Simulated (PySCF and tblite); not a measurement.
Results of a calculation; reference values are marked as such.
C4H7BrSi2, numbered as in [SiH3:1][C:2]1=[CH:3][Si@H:4]([Br:5])[CH:6]=[CH:7]1.

Conformers came from 45 starts (ETKDG and KDG, MMFF94s, GFN2-xTB); geometries are GFN2-xTB. Free energies are PBE0-D3(BJ)/def2-SVP (IEF-PCM, chloroform) single points with GFN2-xTB rigid-rotor and vibrational terms (modes under about 100 cm⁻¹ blended into free rotors). Symmetry numbers and mirror images are counted. Conformers within 2.5 kcal/mol (GFN2-xTB free energy) were kept, 3 at most. GIAO shieldings: KT3/pcSseg-1 (IEF-PCM, chloroform). Shifts are against TMS (¹H), TMS (¹³C), TMS (²⁹Si) at the same level. Run with PySCF (density fitting) and tblite.

Problem. Predict the averaged NMR shifts at 298.15 K.

Solution. ¹H: 7.23 (H7, 1H), 6.49 (H3, 1H), 5.99 (H6, 1H), 5.57 (H4, 1H), 4.17 (H1, 3H) ppm. ¹³C: 151.8 (C2), 145.7 (C7), 137.2 (C3), 122.0 (C6) ppm. ²⁹Si: -8.7 (Si4), -75.1 (Si1) ppm.

Spin–orbit effects of the heavy atoms on shieldings are missing. At a carbon that bears Br the missing effect is some 10 ppm, beside I tens of ppm. Unscaled ²⁹Si shifts at such levels can be off by tens of ppm; differences between conformers or isomers are more reliable. Shifts are unscaled: against experiment ¹³C can be off by 15 ppm or more and ¹H by 0.8 ppm.
